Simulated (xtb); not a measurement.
stibine (H3Sb), SMILES [SbH3]. All values are semi-empirical tight-binding results from xtb (GFN2-xTB unless named), good for trends rather than for accurate numbers. Coordinates come from a GFN2-xTB optimisation.

For metal compounds this method's bond lengths and energies can be far off.

Q: Estimate the properties. (An estimate is asked for; the answer gives what the named calculation found.)

A: 
The point group as xtb finds it comes out as C3v. The orbital gap is 4.84 eV, the zero-point energy is 10.6 kcal/mol and the G − E(el) at 298.15 K (modified RRHO) is -3.4 kcal/mol.
